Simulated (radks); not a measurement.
Q: The mean radii <r> (bohr) of the occupied orbitals of an atom or ion are listed with their occupations. Method: Dirac Kohn-Sham, BP86, spin-unpolarised, spherical densities, point nucleus; computed with a radial shooting solver on a logarithmic mesh with Libxc functionals.

orbital  occ.      <r>
1s1/2       2  0.03163

Name the element and its charge. Open shells, if any, are shared by 2j + 1.

A: Z = 46, palladium, charge +44: Pd44+ in [He]. The 1s radius gives Z: for a bare nucleus <r> = (2 gamma + 1)/(2Z) with gamma = sqrt(1 - (Z/c)^2), 0.03135 bohr for Z = 46, and screening makes it slightly larger (0.03163 here). The occupations add up to 2, and the charge is Z minus that.
